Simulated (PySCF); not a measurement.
C4H10ClFSi.
Structure used (GFN2-xTB), in Å, numbered top down from 1:
```xyz
17
C4H10ClFSi angstrom
C     -2.7038    0.4217    0.3667
C     -1.5270   -0.2362   -0.3440
C     -0.1913    0.1742    0.2743
Si     1.2907   -0.5983   -0.6187
C      2.8901   -0.0417    0.3136
F      3.9964   -0.5737   -0.2851
Cl     3.0251    1.7357    0.2369
H     -3.6447    0.1135   -0.0828
H     -2.7185    0.1432    1.4182
H     -2.6310    1.5049    0.2998
H     -1.6313   -1.3216   -0.2927
H     -1.5395    0.0421   -1.3992
H     -0.1132    1.2637    0.2522
H     -0.1917   -0.1112    1.3294
H      1.4398   -0.1266   -1.9945
H      1.2897   -2.0639   -0.5554
H      2.9533   -0.3138    1.3706
```

Computed, not measured: TDDFT B3LYP/def2-SVPD, vertical, gas phase, core orbitals frozen in the response in PySCF 2.14.0, density-fitted response routines.

Computed states:

```csv
state,E (eV),f
S1,6.63,0.026
S2,7.20,0.0061
S3,7.30,0.0084
S4,7.49,0.0070
S5,7.68,0.0068
S6,7.86,0.038
S7,8.03,0.0029
S8,8.04,0.056
```

Broadening: Gaussians 0.25 eV wide at half height, area fixed by f = 4.319×10⁻⁹ ∫ε dν̃. The width is an assumption, not a result. The curve ends short of the highest state used, and states not computed would add to its high-energy end.

Task: Give the broadened spectrum and its maxima.

Result: 
```json
{"E (eV)": "6.26", "ε (L mol⁻¹ cm⁻¹)": "6"}
{"E (eV)": "6.30", "ε (L mol⁻¹ cm⁻¹)": "21"}
{"E (eV)": "6.34", "ε (L mol⁻¹ cm⁻¹)": "63"}
{"E (eV)": "6.38", "ε (L mol⁻¹ cm⁻¹)": "165"}
{"E (eV)": "6.42", "ε (L mol⁻¹ cm⁻¹)": "376"}
{"E (eV)": "6.46", "ε (L mol⁻¹ cm⁻¹)": "743"}
{"E (eV)": "6.50", "ε (L mol⁻¹ cm⁻¹)": "1275"}
{"E (eV)": "6.54", "ε (L mol⁻¹ cm⁻¹)": "1898"}
{"E (eV)": "6.58", "ε (L mol⁻¹ cm⁻¹)": "2452"}
{"E (eV)": "6.62", "ε (L mol⁻¹ cm⁻¹)": "2748"}
{"E (eV)": "6.66", "ε (L mol⁻¹ cm⁻¹)": "2672"}
{"E (eV)": "6.71", "ε (L mol⁻¹ cm⁻¹)": "2113"}
{"E (eV)": "6.75", "ε (L mol⁻¹ cm⁻¹)": "1493"}
{"E (eV)": "6.79", "ε (L mol⁻¹ cm⁻¹)": "915"}
{"E (eV)": "6.83", "ε (L mol⁻¹ cm⁻¹)": "488"}
{"E (eV)": "6.87", "ε (L mol⁻¹ cm⁻¹)": "229"}
{"E (eV)": "6.91", "ε (L mol⁻¹ cm⁻¹)": "105"}
{"E (eV)": "6.95", "ε (L mol⁻¹ cm⁻¹)": "72"}
{"E (eV)": "6.99", "ε (L mol⁻¹ cm⁻¹)": "106"}
{"E (eV)": "7.03", "ε (L mol⁻¹ cm⁻¹)": "206"}
{"E (eV)": "7.07", "ε (L mol⁻¹ cm⁻¹)": "378"}
{"E (eV)": "7.11", "ε (L mol⁻¹ cm⁻¹)": "620"}
{"E (eV)": "7.15", "ε (L mol⁻¹ cm⁻¹)": "906"}
{"E (eV)": "7.20", "ε (L mol⁻¹ cm⁻¹)": "1250"}
{"E (eV)": "7.24", "ε (L mol⁻¹ cm⁻¹)": "1443"}
{"E (eV)": "7.28", "ε (L mol⁻¹ cm⁻¹)": "1522"}
{"E (eV)": "7.32", "ε (L mol⁻¹ cm⁻¹)": "1493"}
{"E (eV)": "7.36", "ε (L mol⁻¹ cm⁻¹)": "1399"}
{"E (eV)": "7.40", "ε (L mol⁻¹ cm⁻¹)": "1290"}
{"E (eV)": "7.44", "ε (L mol⁻¹ cm⁻¹)": "1198"}
```

Maxima: 187 nm (6.63 eV), ε about 2800, made up of S1 (100%); 170 nm (7.29 eV), ε about 1500, made up of S2 (32%) and S3 (59%) (ε in L mol⁻¹ cm⁻¹; maxima over ε = 5, shares over 10%).

Task: Coming from long wavelengths, where does ε first pass 100 L mol⁻¹ cm⁻¹?

Result: At about 195 nm (6.36 eV), 0.27 eV below S1.

Task: What would ε be at 6.63 eV, the highest of these maxima, with half the width (0.125 eV)?

Result: About 5530 L mol⁻¹ cm⁻¹ against 2770, a factor of about 2.00; a lone state at its own centre would give exactly 2.

Task: On this curve, what absorbance would a 10⁻⁴ mol/L sample give at 193 nm over a 1 cm path?

Result: 193 nm is 6.424 eV, where ε is about 410 L mol⁻¹ cm⁻¹, so A = ε c l ≈ 0.041 (Beer–Lambert, with the gas-phase spectrum and the assumed width).

One conformer stands for the species.
